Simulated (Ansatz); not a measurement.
Mulliken charges of C$_{2}$HAlCl$_{2}$ (`C#[C][Al]([Cl])[Cl]`) from B3LYP/def2-TZVPP in Ansatz (PBE0-D4/def2-TZVP geometry).

```tsv
atom	x (Å)	y (Å)	z (Å)	charge (e)
C1	1.377	-0.077	1.335	0.119
C2	0.515	-0.032	0.489	-0.594
Al3	-0.827	0.031	-0.826	0.646
Cl4	-2.210	-1.507	-0.994	-0.215
Cl5	-0.950	1.638	-2.133	-0.215
H6	2.137	-0.116	2.083	0.258
```

Problem. By hand: the dipole of these point charges (1 e Å = 4.8032 D).

Solution. Σ q r = (0.554, -0.028, 0.545) e Å, of length 0.778 e Å = 3.74 D.

Problem. How does the dipole of the full density compare? (Best estimate.)

Solution. Ansatz gave: (0.269, -0.013, 0.264) e Å, 1.81 D; the point charges give 2.07 times that, at 0° from its direction.

Point charges leave out the atoms' own dipoles, such as those of lone pairs, and Mulliken's split depends on the basis, so the two needn't agree.

B3LYP here is the variant with VWN-RPA as its local correlation; programs differ in this.
